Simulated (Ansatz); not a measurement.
CH$_{4}$SeSi (SMILES [SiH3]C=[Se]), closed shell: a single point displaced at random from a GFN2-xTB minimum.

The input file, in.yaml:

```yaml
crystal:
  periodic: [false, false, false]
  atoms:
    - {symbol: Si, position_ang: [-0.632300, 0.559400, -0.209700]}
    - {symbol: C, position_ang: [0.801500, -0.662100, 0.094900]}
    - {symbol: Se, position_ang: [1.676900, -0.922700, 1.579100]}
    - {symbol: H, position_ang: [-1.822400, -0.273800, -0.457500]}
    - {symbol: H, position_ang: [-0.227600, 1.403100, -1.297000]}
    - {symbol: H, position_ang: [-0.895000, 1.322700, 1.032800]}
    - {symbol: H, position_ang: [1.146700, -1.305300, -0.726900]}
basis:
  gaussian: {orbitals: def2-TZVPP}
hamiltonian: {xc: r2scan, dispersion: d4}
output: {forces: true}
```

An equivalent command:

```bash
ansatz run in.yaml --threads 4 --pin off --events-out ev --progress --plain
```

The run's output (Ansatz 0.2.0):

```
Functional definition: r2SCAN
  name "r2SCAN"
  cite "Furness, Kaplan, Ning, Perdew & Sun, J. Phys. Chem. Lett. 11, 8208 (2020) doi:10.1021/acs.jpclett.0c02405"
  cite "Furness, Kaplan, Ning, Perdew & Sun, J. Phys. Chem. Lett. 11, 9248 (2020) doi:10.1021/acs.jpclett.0c03077"
  parent r2scan
  parameter k0 = 0.174
  parameter k1 = 0.065
  parameter a1 = 4.9479
  exchange = r2scan_x(k0 = k0, k1 = k1, a1 = a1)
  correlation = r2scan_c
1091 factors; their error is unknown
mean field evaluation 1: about -74318.2598 eV, gradient 5.9e1 eV
mean field evaluation 2: about -74290.4103 eV, gradient 1.0e2 eV
mean field evaluation 4: about -74327.0376 eV, gradient 4.2e0 eV
mean field evaluation 8: about -74327.0689 eV, gradient 3.2e-2 eV
mean field evaluation 16: about -74327.0204 eV, gradient 3.9e-4 eV
mean field -74327.02037507 eV, -2731.4676181198 hartree, gradient 1.5e-5 eV, S^2 0.000000; 0 other end points of the search recorded, 0 dependent functions left out
the calculation of the forces begins
reference -74327.02038666 eV, -2731.4676185458 hartree; 29, 29 occupied and 148, 148 virtual orbitals, 1091 factors
Total energy: -74327.05350901 eV, -2731.4688357699 hartree
Atom 0 at    -0.632300     0.559400    -0.209700 Å, force     0.477295    -1.026345     1.338846 eV/Å
Atom 1 at     0.801500    -0.662100     0.094900 Å, force    -0.348257     0.050404    -0.765560 eV/Å
Atom 2 at     1.676900    -0.922700     1.579100 Å, force     0.243557     0.056819     0.748948 eV/Å
Atom 3 at    -1.822400    -0.273800    -0.457500 Å, force    -0.196855    -0.010132    -0.354931 eV/Å
Atom 4 at    -0.227600     1.403100    -1.297000 Å, force     0.029021     0.568338    -0.828778 eV/Å
Atom 5 at    -0.895000     1.322700     1.032800 Å, force     0.102190     0.090274    -0.078453 eV/Å
Atom 6 at     1.146700    -1.305300    -0.726900 Å, force    -0.306951     0.270642    -0.060072 eV/Å
Dipole moment:    -0.180987     0.078951    -0.315229 e Å
```

The run took about 2.8 s on 4 CPU threads (shared host).
